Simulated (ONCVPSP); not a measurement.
**An all-electron radial function and its pseudo partner (C)**

Columns: radius, all-electron u(r) and pseudo u(r) of the 2p shell (level -17.00 eV) of carbon in the configuration [He] 2s2 2p1; PBE, scalar-relativistic, ONCV scheme, ONCVPSP 4.0.1.

| r (bohr) | all-electron | pseudo |
| --- | --- | --- |
| 0.108 | 0.0629 | 0.0264 |
| 0.215 | 0.1875 | 0.1004 |
| 0.322 | 0.3233 | 0.2109 |
| 0.430 | 0.4491 | 0.3431 |
| 0.538 | 0.5547 | 0.4786 |
| 0.645 | 0.6375 | 0.6004 |
| 0.752 | 0.7006 | 0.6987 |
| 0.860 | 0.7448 | 0.7683 |
| 0.968 | 0.7712 | 0.8079 |
| 1.075 | 0.7820 | 0.8211 |
| 1.182 | 0.7802 | 0.8144 |
| 1.290 | 0.7679 | 0.7936 |
| 1.398 | 0.7476 | 0.7644 |
| 1.505 | 0.7214 | 0.7309 |
| 1.612 | 0.6908 | 0.6955 |
| 1.720 | 0.6570 | 0.6589 |
| 1.828 | 0.6214 | 0.6219 |
| 1.935 | 0.5853 | 0.5854 |
| 2.042 | 0.5490 | 0.5490 |
| 2.150 | 0.5129 | 0.5129 |
| 2.258 | 0.4777 | 0.4777 |
| 2.365 | 0.4441 | 0.4441 |
| 2.472 | 0.4119 | 0.4119 |
| 2.580 | 0.3809 | 0.3809 |
| 2.688 | 0.3517 | 0.3516 |
| 2.795 | 0.3243 | 0.3243 |

Task: How many radial nodes do the two functions have?

Result: The all-electron 2p function has n − l − 1 = 0; the pseudo-wave has 0.

Task: At about which radius was the pseudo-wave matched?

Result: 2.15 bohr. The columns agree to 0.0005 from 1.94 bohr on; several derivatives are matched, so the curves merge somewhat inside the radius.

Task: Where does each function peak?

Result: Outermost all-electron maximum near 1.07 bohr, pseudo maximum near 1.07 bohr (to the table’s step).

Task: Is the pseudo-wave norm-conserving?

Result: Yes: the ONCV scheme keeps the norm inside the radius equal to the all-electron one, which fixes the energy derivative of the logarithmic derivative at the level.
